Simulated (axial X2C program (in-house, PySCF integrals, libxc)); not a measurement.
SmF⁺: the levels of the configuration f5 s1

Computed with an axial X2C code built on PySCF integrals: two-component X2C with atomic mean-field Coulomb and Gaunt terms, basis Sm dyall-v3z, F dyall-v3z (cores contracted in-house). Orbitals come from Hartree–Fock averaged over the configuration Sm f5 s1; CI then distributes these electrons over the f, s shells of Sm.

R = 1.946 Å (near the minimum of the configuration average).

Active spinors (ω > 0):

| shell | ω | ε (eV) | character |
| --- | --- | --- | --- |
| f | 5/2 | -7.99 | 100% Sm f |
| f | 3/2 | -7.90 | 100% Sm f |
| f | 1/2 | -7.79 | 99% Sm f |
| f | 7/2 | -7.55 | 100% Sm f |
| f | 5/2 | -7.47 | 100% Sm f |
| f | 3/2 | -7.38 | 100% Sm f |
| f | 1/2 | -7.32 | 99% Sm f |
| s | 1/2 | -8.23 | 80% Sm s, 14% Sm d, 5% Sm p |

Lowest levels of this model:

```
Ω  energy (cm⁻¹)     g∥  configuration
0              0   0.00     100% f5 s1
1            104   1.46     100% f5 s1
2            455   3.98     100% f5 s1
0            643   0.00     100% f5 s1
1            855   2.26     100% f5 s1
3           1091   7.12     100% f5 s1
2           1336   3.16     100% f5 s1
0           1576   0.00     100% f5 s1
1           1724   1.50     100% f5 s1
4           2010  10.38     100% f5 s1
2           2044   2.67     100% f5 s1
3           2173   6.40     100% f5 s1
0           2597   0.00     100% f5 s1
1           2717   1.74     100% f5 s1
0           2839   0.00     100% f5 s1
2           2940   3.84     100% f5 s1
3           3143   6.39     100% f5 s1
5           3200  13.56     100% f5 s1
4           3240   9.69     100% f5 s1
0           3762   0.00     100% f5 s1
3           3983   5.78     100% f5 s1
0           4126   0.00     100% f5 s1
4           4379   9.73     100% f5 s1
5           4511  12.87     100% f5 s1
6           4653  16.52     100% f5 s1
0           5065   0.00     100% f5 s1
4           5292   9.20     100% f5 s1
5           5757  12.88     100% f5 s1
6           6003  15.84     100% f5 s1
7           6348  19.20     100% f5 s1
```

g∥ is the magnitude of 2⟨Lz + ge Sz⟩ for the +Ω component.

This point took 1.5 s on 1 thread of Arm Neoverse V2, with other jobs on the host.

There is no dynamic correlation: spin–orbit spacings and, for f shells, spacings inside one term are the most reliable numbers, splittings between terms come out too wide, and energies between configurations are not reliable, so the lowest level need not be the ground state of the molecule. At most 4 roots were kept for each Ω > 0 (twice that for Ω = 0) within 2.2 eV of the lowest, so higher up levels can be missing between those listed; levels with Ω > 0 are doubly degenerate and listed once, Ω = 0 levels singly.
